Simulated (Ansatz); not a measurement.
Start from `CC(C)[NH][Hf]([F])([F])[NH]C(C)C` and change one element to get `CC(C)[NH][Ti]([F])([F])[NH]C(C)C`.

Ansatz, PBE0-D4/def2-TZVP geometries, multiplicity 1. Each molecule was computed in one conformer, which needn't be the lowest.

Elements past krypton have def2 core potentials. Scalar relativity is left out up to krypton.

| property | `CC(C)[NH][Hf]([F])([F])[NH]C(C)C` |
| --- | --- |
| HOMO energy (PBE0/def2-TZVPP) / eV | -6.93 |
| LUMO energy (PBE0/def2-TZVPP) / eV | -0.32 |
| HOMO energy (PBE/def2-TZVPP) / eV | -5.59 |
| LUMO energy (PBE/def2-TZVPP) / eV | -1.27 |
| HOMO–LUMO gap (B3LYP/def2-TZVPP) / eV | 6.14 |
| HOMO energy (B3LYP/def2-TZVPP) / eV | -6.72 |

Q: What does the change do to each property? (An estimate is asked.)

A: Ansatz gave: 
```csv
property,`CC(C)[NH][Ti]([F])([F])[NH]C(C)C`,shift
HOMO energy (PBE0/def2-TZVPP) / eV,-6.67,0.26
LUMO energy (PBE0/def2-TZVPP) / eV,-1.69,-1.37
HOMO energy (PBE/def2-TZVPP) / eV,-5.39,0.20
LUMO energy (PBE/def2-TZVPP) / eV,-2.78,-1.51
HOMO–LUMO gap (B3LYP/def2-TZVPP) / eV,4.48,-1.66
HOMO energy (B3LYP/def2-TZVPP) / eV,-6.47,0.25
```

With PBE0 the HOMO rises by 0.26 eV and the LUMO falls by 1.37 eV, so the gap narrows by about 1.63 eV. PBE moves the HOMO by 0.20 eV and ωB97M-V by 0.34 eV.

B3LYP here is the variant with VWN-RPA as its local correlation; programs differ in this.
